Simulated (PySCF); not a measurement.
Identify the unknown among the candidates.

All candidates are C6H10Cl (charge +1).

| technique | computed result |
| --- | --- |
| UV, strongest line | among the 6 lowest singlet transitions: S3 at 5.66 eV (219 nm, f = 0.154) [TDDFT PBE0/def2-SVPD] |
| 13C NMR | chemical shifts (computed TMS as zero) by class: 303.0 (1 C), 79.2 (1 C), 60.8 (1 C), 55.7 (1 C), 47.0 (2 C) ppm [GIAO PBE0/pcSseg-1] |
| 1H NMR | chemical shifts (computed TMS as zero) by class: 5.51 (1 H), 4.01 (1 H), 3.91 (1 H), 3.79 (6 H), 2.52 (1 H) ppm [GIAO PBE0/pcSseg-1] |
| NMR, other nuclei | isotropic shieldings of nuclei other than C and H, by class: 727 (1 Cl) ppm [GIAO PBE0/pcSseg-1] |
| Polarisability | 81.1 au [PBE0/def2-SVPD] |
| Rotational structure | rotational constants A, B, C: 3.397, 1.526, 1.290 GHz [GFN2-xTB] |
| UV, first state | lowest singlet excitation: 3.93 eV (316 nm, f = 0.015) [TDDFT PBE0/def2-SVPD] |

The electronic properties come from PySCF, for the isolated species, density fitting. Levels stand in brackets. The structure is a single GFN2-xTB conformer in the gas phase; no vibrational or solvent corrections. NMR classes are plain means over equivalent atoms (diastereotopic ones count apart unless rotation or inversion swaps them), as if these changed places fast.

Task: Which candidate is it?
A. `C[C+](C)[C@@H]1C[C@@H]1Cl`
B. `ClC[C+]1CCCC1`
C. `C=C[C+](CC)CCl`

Result: A. It is `C[C+](C)[C@@H]1C[C@@H]1Cl`. Numbering: `[CH3:1][C+:2]([CH3:3])[C@@H:4]1[CH2:5][C@@H:6]1[Cl:7]`. 6 carbons fall into 5 classes; from least to most shielded: formal carbocation centre [C2] (303.0 ppm), sp3 C–Cl carbon [C6] (79.2 ppm), three-membered-ring carbon [C4] (60.8 ppm), three-membered-ring carbon [C5] (55.7 ppm), methyl carbon [C1/C3] (47.0 ppm, 2 C). Hydrogen classes from least to most shielded: 1 H on an sp3 C–Cl carbon, C6 (5.51 ppm), 1 H on a three-membered-ring carbon, C4 (4.01 ppm), 1 H on a three-membered-ring carbon, C5 (3.91 ppm), 6 H on 2 methyl carbons, C1/C3 (3.79 ppm, a mean of values up to 1.3 ppm apart in this geometry), 1 H on a three-membered-ring carbon, C5 (2.52 ppm). The other shieldings belong to: 727 ppm, alkyl chlorine [Cl7]. S1 is mainly HOMO→LUMO (weight 0.85); the largest Löwdin shares of the orbital it empties are 0.58 on the alkyl chlorine, 0.14 on the sp3 C–Cl carbon, 0.10 on a three-membered-ring carbon and 0.08 on a three-membered-ring carbon, of the orbital it fills 0.43 on the formal carbocation centre, 0.10 on the sp3 C–Cl carbon and 0.08 on each of 2 atoms of one kind (methyl carbon). The optimised geometry has point group C1 and is an asymmetric top.

The others, at the same levels:
- `C=C[C+](CC)CCl` fails: its computed lowest singlet excitation is 4.37 eV (283 nm, f = 0.037) (against 3.93 eV), static isotropic polarisability is 85.9 au (against 81.1 au) and rotational constant A is 2.844 GHz (against 3.397 GHz).
- `ClC[C+]1CCCC1` fails: it has 4 carbon classes against 5; its computed 13C shifts are 210.2 (1 C), 62.0 (1 C), 48.6 (2 C), 30.7 (2 C) ppm, 1H shifts are 5.47 (2 H), 3.38 (4 H), 2.74 (4 H) ppm and rotational constant A is 4.227 GHz (against 3.397 GHz).

Each candidate is one conformer, not necessarily the lowest. The conformers computed, where there is a choice (atom-mapped SMILES and torsion angles):
- `[CH3:1][C+:2]([CH3:3])[C@@H:4]1[CH2:5][C@@H:6]1[Cl:7]`: C1–C2–C4–C5 27°
- `[CH2:1]=[CH:2][C+:3]([CH2:4][CH3:5])[CH2:6][Cl:7]`: C1–C2–C3–C4 7°, C2–C3–C4–C5 83°, C2–C3–C6–Cl7 91°

The conformers of `ClC[C+]1CCCC1` aren't listed.
